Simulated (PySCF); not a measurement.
Magnetisability: SMILES CC/C=C(\C=C\Cl)OC, C$_{7}$H$_{11}$ClO

Molfile (atoms numbered from 1):
```
C7H11ClO
     RDKit          3D

 20 19  0  0  0  0  0  0  0  0999 V2000
    2.5313   -0.8628    0.6790 C   0  0  0  0  0  0  0  0  0  0  0  0
    1.4766   -1.1495   -0.3931 C   0  0  0  0  0  0  0  0  0  0  0  0
    0.1048   -0.8169    0.1055 C   0  0  0  0  0  0  0  0  0  0  0  0
   -0.6126    0.2769   -0.1882 C   0  0  0  0  0  0  0  0  0  0  0  0
   -0.1504    1.3402   -1.0706 C   0  0  0  0  0  0  0  0  0  0  0  0
   -0.9192    2.3670   -1.4214 C   0  0  0  0  0  0  0  0  0  0  0  0
   -0.3622    3.6209   -2.4494 Cl  0  0  0  0  0  0  0  0  0  0  0  0
   -1.8719    0.5325    0.2969 O   0  0  0  0  0  0  0  0  0  0  0  0
   -2.4745   -0.4082    1.1483 C   0  0  0  0  0  0  0  0  0  0  0  0
    2.5374    0.1958    0.9285 H   0  0  0  0  0  0  0  0  0  0  0  0
    2.3161   -1.4281    1.5831 H   0  0  0  0  0  0  0  0  0  0  0  0
    3.5202   -1.1432    0.3237 H   0  0  0  0  0  0  0  0  0  0  0  0
    1.7180   -0.5949   -1.2987 H   0  0  0  0  0  0  0  0  0  0  0  0
    1.5062   -2.2141   -0.6409 H   0  0  0  0  0  0  0  0  0  0  0  0
   -0.2948   -1.5437    0.7969 H   0  0  0  0  0  0  0  0  0  0  0  0
    0.8640    1.2760   -1.4287 H   0  0  0  0  0  0  0  0  0  0  0  0
   -1.9377    2.4829   -1.0896 H   0  0  0  0  0  0  0  0  0  0  0  0
   -3.4625   -0.0086    1.3725 H   0  0  0  0  0  0  0  0  0  0  0  0
   -1.9134   -0.5281    2.0813 H   0  0  0  0  0  0  0  0  0  0  0  0
   -2.5807   -1.3836    0.6618 H   0  0  0  0  0  0  0  0  0  0  0  0
  1  2  1  0
  2  3  1  0
  3  4  2  0
  4  5  1  0
  5  6  2  0
  6  7  1  0
  4  8  1  0
  8  9  1  0
  1 10  1  0
  1 11  1  0
  1 12  1  0
  2 13  1  0
  2 14  1  0
  3 15  1  0
  5 16  1  0
  6 17  1  0
  9 18  1  0
  9 19  1  0
  9 20  1  0
M  END
```

Computed with PySCF, GIAO PBE/pcSseg-1 magnetisability, rotational g tensor and spin-rotation constants, non-relativistic, gas phase. Geometry: GFN2-xTB.

(1) How diamagnetic is it, and how anisotropic?

(2) Split it along the inertial axes a, b, c into diamagnetic and paramagnetic parts about the centre of mass, with the quadrupole moment.

(3) And the rotational g tensor?

Answers

(1) Isotropic -1537 × 10⁻³⁰ J/T², or -92.6 × 10⁻⁶ cm³/mol; principal values -1725, -1506, -1380 × 10⁻³⁰ J/T², anisotropy 303 × 10⁻³⁰ J/T² (root of half the summed squared differences of the principal values). The susceptibility is in cgs units.

(2) 
| axis | χ (10⁻⁶ cm³/mol) | diamagnetic (10⁻⁶ cm³/mol) | paramagnetic (10⁻⁶ cm³/mol) | summed x² of all electrons (Å²) | quadrupole Θ (D Å) |
| --- | --- | --- | --- | --- | --- |
| a | -89.7 | -913.6 | 823.9 | 382.0 | -1.25 |
| b | -85.1 | -1736.4 | 1651.3 | 188.0 | +7.26 |
| c | -102.9 | -2418.1 | 2315.2 | 27.3 | -6.01 |

Anisotropies 2χaa − χbb − χcc = +8.5 and 2χbb − χaa − χcc = +22.5 × 10⁻⁶ cm³/mol. Θ is traceless in Buckingham's convention.

(3) 
```tsv
axis	rotational constant (GHz)	g	nuclear part	electronic part
a	1.5937	-0.0134	0.6034	-0.6169
b	0.7136	-0.0092	0.5443	-0.5536
c	0.5125	-0.0005	0.5569	-0.5574
```
Asymmetric top; isotopes 12C, 35Cl, 1H, 16O; no vibrational averaging.
